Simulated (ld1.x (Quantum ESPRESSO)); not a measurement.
# He: from the effect back to the setting (RRKJ)

Base potential:

He, norm-conserving RRKJ (Kleinman–Bylander form), made with ld1.x (Quantum ESPRESSO) 7.5 (LDA (PZ), scalar-relativistic). Core none, reference 1s0.5 (charge +1.5). Waves: 1s (bound): rc 0.30 bohr; 2p channel at 0.5 Ry: rc 0.35 bohr. Local part: the p channel. Core correction: none. rho0 = 0.005.

Cutoffs, loose and tight: the cutoffs (Ry, on a coarse ladder) from which the occupation-weighted sum of valence levels, in a spherical-Bessel basis at the reference potential, stays within 10 and 1 mRy of its value at 400 Ry. They do not see the model core or the augmentation charge, which bear on the density cutoff. Test errors are all-electron minus pseudo excitation energies from the reference, over the configurations 1s2; 1s1; 1s1.5 (two spin-polarised tests are not counted in the largest error); variants that change the core or the reference have their own tests.

Only the scale of all radii (base = 1) is moved:

```csv
scale of all radii (base = 1),bound ghosts,largest test error (meV),median size of the test errors
0.74,not determined,+5.8,3.9 meV
0.86,not determined,+9.1,6.0 meV
0.98,not determined,+14,9.2 meV
1.08,not determined,+17,10.7 meV
1.2,not determined,+25,16.1 meV
1.38,not determined,+43,27.1 meV
```

**Question.** One more run gave bound ghosts: not determined; largest test error (meV): +30; median size of the test errors: 19.1 meV. Which value of the scale of all radii (base = 1) was used?

**Answer.** 1.26. The median size of the test errors moves one way along this sweep, from 3.9 meV at 0.74 to 27.1 meV at 1.38, which places the run between 1.2 and 1.38.
